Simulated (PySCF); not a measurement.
**Spin-rotation constants: `CN(C)B(N)[AsH2]`, C₂H₁₀AsBN₂**

Cartesian coordinates in Å; atom numbers follow the order of the lines, from 1:
```xyz
16

C    -1.0664   -1.4368   -0.1120
N    -0.5486   -0.0908   -0.0621
C    -1.6230    0.8719    0.0116
B     0.8227    0.2209   -0.1465
N     1.2638    1.5528   -0.2425
As    2.2437   -1.2521   -0.1776
H    -1.6891   -1.5808   -1.0039
H    -1.6873   -1.6468    0.7673
H    -0.2504   -2.1598   -0.1400
H    -2.2863    0.6334    0.8508
H    -1.2349    1.8749    0.1625
H    -2.2234    0.8631   -0.9067
H     0.6742    2.3666   -0.2839
H     2.2416    1.7829   -0.2768
H     2.0053   -1.6522    1.2576
H     3.3504   -0.3382    0.2908
```

Method: GIAO CAM-B3LYP/pcSseg-1 magnetisability, rotational g tensor and spin-rotation constants, non-relativistic, gas phase in PySCF. Geometry: GFN2-xTB.

The calculation is non-relativistic, which matters for the atoms heavier than Zn.

Problem. Give the nuclear spin-rotation constants along the inertial axes (H = +C I·J) beside the isotropic shieldings.

Solution. Rotational constants 3.8180, 1.3091, 0.9967 GHz. A star marks the isotopologue with that one atom substituted, in its own axes.
| atom | isotope | Caa (kHz) | Cbb (kHz) | Ccc (kHz) | mean (kHz) | σ (ppm) |
| --- | --- | --- | --- | --- | --- | --- |
| N2 | 14N | 0.224 | 0.112 | 0.039 | 0.125 | 187.3 |
| B4 | 11B | 1.210 | 0.403 | 0.171 | 0.595 | 67.3 |
| N5 | 14N | 0.293 | 0.067 | 0.051 | 0.137 | 191.0 |
| As6 | 75As | 3.623 | 1.244 | 1.269 | 2.045 | 1866.2 |
| H7 | 1H | -0.274 | -0.121 | -0.007 | -0.134 | 29.1 |
| H8 | 1H | -0.272 | -0.104 | -0.024 | -0.133 | 29.2 |
| H9 | 1H | 0.123 | -0.116 | -0.112 | -0.035 | 28.7 |
| H10 | 1H | -0.294 | -0.086 | -0.036 | -0.139 | 29.4 |
| H11 | 1H | -0.412 | 0.058 | -0.107 | -0.153 | 28.7 |
| H12 | 1H | -0.297 | -0.120 | -0.007 | -0.141 | 29.2 |
| H13 | 1H | 0.005 | -0.096 | -0.128 | -0.073 | 29.2 |
| H14 | 1H | -0.088 | -0.067 | -0.125 | -0.093 | 29.2 |
| H15 | 1H | -0.395 | -0.122 | 0.008 | -0.170 | 29.6 |
| H16 | 1H | -0.303 | -0.029 | -0.099 | -0.143 | 30.2 |
| C1 | 13C* | 0.783 | 0.182 | 0.208 | 0.391 | 139.7 |

For the geometry as given, no vibrational averaging.

Problem. How do the rotational constants and the g tensor change when H7, H8, H9, H10, H11, H12, H13, H14, H15, H16 are replaced by deuterium?

Solution. Constants 3.0207, 1.1441, 0.8612 GHz; g -0.0052, -0.0037, 0.0005, against -0.0066, -0.0040, 0.0007 before.
